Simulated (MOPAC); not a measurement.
Input for MOPAC: PM7 on H2 (SMILES [H][H]).

```
PM7 1SCF PRECISE CHARGE=0 THREADS=1
H2

H      0.56771328 1     0.08012664 1     2.71751415 1
H     -0.17688020 1     0.04173170 1     2.75039169 1
```

Output:

```
*******************************************************************************
 **                                                                           **
 **                              MOPAC v23.2.5                                **
 **                                                                           **
 *******************************************************************************
 ** MOPAC's Digital Object Identifier: https://doi.org/10.5281/zenodo.6511958 **
 **                                                                           **
 ** Please cite the open-source release paper for use of this MOPAC version:  **
 ** J. E. Moussa and J. J. P. Stewart (2026)                                  **
 ** MOPAC: An open-source semiempirical molecular orbital program             **
 ** J. Open Source Softw., 11(119), 8025, https://doi.org/10.21105/joss.08025 **
 *******************************************************************************

                              PM7 CALCULATION RESULTS

 *******************************************************************************
 *  PM7        - The PM7 Hamiltonian to be used
 *
 *
 *
 *                 CHARGE ON SYSTEM = 0
 *
 *
 *
 *  PRECISE    - TIGHTER CRITERIA TO BE USED
 *  1SCF       - DO 1 SCF AND THEN STOP
 *  THREADS=1  - MULTI-THREADING NOT USED
 *  T=         - A TIME OF 172800.0 SECONDS REQUESTED
 *  DUMP=N     - RESTART FILE WRITTEN EVERY 7200.0 SECONDS REQUESTED
 *******************************************************************************
PM7 1SCF PRECISE CHARGE=0 THREADS=1
 H2

   ATOM   CHEMICAL          X               Y               Z
  NUMBER   SYMBOL      (ANGSTROMS)     (ANGSTROMS)     (ANGSTROMS)

     1       H          0.56771328  *   0.08012664  *   2.71751415  *
     2       H         -0.17688020  *   0.04173170  *   2.75039169  *



          CARTESIAN COORDINATES

    NO.       ATOM           X           Y           Z

     1         H          0.5677      0.0801      2.7175
     2         H         -0.1769      0.0417      2.7504

 General Reference for PM7:
 "Optimization of Parameters for Semiempirical Methods VI: More Modifications to the
 NDDO Approximations and Re-optimization of Parameters", J. J. P. Stewart, J. Mol. Mod., 1:32, 19 (2013)
 https://link.springer.com/article/10.1007/s00894-012-1667-x

           Empirical Formula: H2  =     2 atoms



      MOLECULAR POINT GROUP   :   D*h


      RHF CALCULATION, NO. OF DOUBLY OCCUPIED LEVELS = 1


 -------------------------------------------------------------------------------
 PM7 1SCF PRECISE CHARGE=0 THREADS=1
 H2



     1SCF WAS SPECIFIED, SO BFGS WAS NOT USED
     SCF FIELD WAS ACHIEVED


                              PM7 CALCULATION
                                                       MOPAC v23.2.5 Linux




          FINAL HEAT OF FORMATION =        -31.89185 KCAL/MOL =    -133.43549 KJ/MOL


          COSMO AREA              =         27.24 SQUARE ANGSTROMS
          COSMO VOLUME            =         13.04 CUBIC ANGSTROMS

          IONIZATION POTENTIAL    =         15.134842 EV
          HOMO LUMO ENERGIES (EV) =        -15.135  7.144
          NO. OF FILLED LEVELS    =          1
          MOLECULAR WEIGHT        =          2.0158         POINT GROUP:  D*h

          MOLECULAR DIMENSIONS (Angstroms)

            Atom       Atom       Distance
            H     2    H     1     0.74631
            H     2    H     1     0.00000
            H     1    H     2     0.00000


          SCF CALCULATIONS        =          1





   ATOM   CHEMICAL          X               Y               Z
  NUMBER   SYMBOL      (ANGSTROMS)     (ANGSTROMS)     (ANGSTROMS)

     1       H          0.56771328  *   0.08012664  *   2.71751415  *
     2       H         -0.17688020  *   0.04173170  *   2.75039169  *

                             CARTESIAN COORDINATES

   1    H        0.567713280     0.080126640     2.717514150
   2    H       -0.176880200     0.041731700     2.750391690


           Empirical Formula: H2  =     2 atoms



      MOLECULAR POINT GROUP   :   D*h


                  EIGENVALUES
 -15.13484   7.14427


              NET ATOMIC CHARGES AND DIPOLE CONTRIBUTIONS

  ATOM NO.   TYPE          CHARGE      No. of ELECS.   s-Pop
    1          H          -0.000000        1.0000     1.00000
    2          H           0.000000        1.0000     1.00000
 DIPOLE           X         Y         Z       TOTAL
 POINT-CHG.    -0.000    -0.000     0.000     0.000
 HYBRID         0.000     0.000     0.000     0.000
 SUM           -0.000    -0.000     0.000     0.000


          ATOMIC ORBITAL ELECTRON POPULATIONS

     Atom    s
    1  H   1.00000
    2  H   1.00000

 **********************
 *                    *
 * JOB ENDED NORMALLY *
 *                    *
 **********************




 == MOPAC DONE ==
```

The run finished.

Cost: about 0.05 core-seconds (a rough figure).
